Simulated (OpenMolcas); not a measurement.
## Ni2+ in a ligand field

Ni2+ with 6 ligands (fluoride) in octahedral coordination (Oh) at 2 Å. A charge of +0.667 e stands 2.4 Å behind each ligand. Ligand basis ANO-RCC-VDZP.

```yaml
Program: OpenMolcas 26.06
Method: "SS-CASPT2, IPEA 0.25 Eh, imaginary shift 0.1 Eh (closed shells correlated: 3s 3p and the ligand valence shells)"
Basis: ANO-RCC-VDZP [5s4p2d1f]
Scalar_Hamiltonian: DKH2, point nucleus
Active_space: 8 electrons in 5 orbitals (3d)
State_averaging: 2S+1 = 3 even, 10 roots; 2S+1 = 1 even, 15 roots
Spin-orbit_coupling: state interaction with AMFI integrals over the reference wave functions
```

The lowest spin-free states (labels of O, the rotations of Oh), above the lowest:

```json
{"State": "3A2", "Degeneracy": "1", "E (cm-1)": "0", "Free-ion L (%)": "F (100)"}
{"State": "3T2", "Degeneracy": "3", "E (cm-1)": "7550", "Free-ion L (%)": "F (100)"}
{"State": "3T1", "Degeneracy": "3", "E (cm-1)": "12020", "Free-ion L (%)": "F (98)"}
{"State": "1E", "Degeneracy": "2", "E (cm-1)": "14790", "Free-ion L (%)": "D (85)"}
{"State": "1T2", "Degeneracy": "3", "E (cm-1)": "21410", "Free-ion L (%)": "D (93)"}
{"State": "3T1", "Degeneracy": "3", "E (cm-1)": "25010", "Free-ion L (%)": "P (98)"}
{"State": "1A1", "Degeneracy": "1", "E (cm-1)": "25420", "Free-ion L (%)": "G (98)"}
{"State": "1T1", "Degeneracy": "3", "E (cm-1)": "29490", "Free-ion L (%)": "G (100)"}
{"State": "1E", "Degeneracy": "2", "E (cm-1)": "34290", "Free-ion L (%)": "G (85)"}
{"State": "1T2", "Degeneracy": "3", "E (cm-1)": "34680", "Free-ion L (%)": "G (93)"}
{"State": "1A1", "Degeneracy": "1", "E (cm-1)": "59780", "Free-ion L (%)": "S (98)"}
```

The lowest levels with spin-orbit coupling:

| E (cm-1) | Degeneracy | Label | 2S+1 |
| --- | --- | --- | --- |
| 0 | 3 | T2 | 3 |
| 7230 | 2 | E | 3 |
| 7410 | 3 | T1 | 3 |
| 7840 | 3 | T2 | 3 |
| 8020 | 1 | A2 | 3 |
| 11150 | 1 | A1 | 3 |
| 11750 | 3 | T1 | 3 |
| 12520 | 2 | E | 3 (88 %) |
| 12690 | 3 | T2 | 3 |
| 15240 | 2 | E | 1 (87 %) |
| 21320 | 3 | T2 | 1 |
| 24880 | 2 | E | 3 |
| 25120 | 3 | T2 | 3 |
| 25460 | 3 | T1 | 3 |
| 25490 | 1 | A1 | 1 (69 %) |
| 25800 | 1 | A1 | 3 (69 %) |
| 29640 | 3 | T1 | 1 |
| 34460 | 2 | E | 1 |
| 34840 | 3 | T2 | 1 |
| 59990 | 1 | A1 | 1 |

Powder χT (cm3 K/mol): 1.34 at 2 K, 1.34 at 10 K, 1.35 at 50 K, 1.36 at 100 K, 1.39 at 200 K, 1.41 at 300 K. The effective moment at 300 K is 2.828 √(χT) = 3.36 μB.

The lowest level has 2S+1 = 3, for which the spin-only value is χT = S(S+1) / 2 = 1.000 cm3 K/mol (g = 2). The computed 1.411 at 300 K differs by +0.411, through orbital momentum, spin-orbit coupling and any other state in reach.

Roots that are degenerate in the reference are averaged as groups; the widest CASPT2 spread within a group is 51 cm-1 (the 3-fold group of multiplicity 3 near 7550 cm-1 above the lowest state of its run). Shifts and gaps below about the spread of the groups concerned are not significant. Over all roots computed the reference weight is 0.70 to 0.71; a low but even weight reflects the number of correlated electrons. A single d shell leaves out the double-shell effect, which counts most for late 3d ions, where the CASPT2 field can be off either way by tens of per cent. Ligand-to-metal charge-transfer states are missing. These CASPT2 states fit no ligand-field parameters well, so their order and spin gaps are uncertain. For late 3d ions with one d shell CASPT2 can put B and the spin-flip bands somewhat low as well as high. With one d shell and no ligand orbital active, 10Dq can be off by tens of per cent for divalent 3d ions, low with halides held by bare charges and at times high in hosts, and the orbital part of g and χT goes as 1/10Dq. Free-ion shares, where given, are those of the reference states; single-state CASPT2 does not remix them. No measured value stands beside these numbers; the geometry was imposed, not optimised, and the real ion may take another.
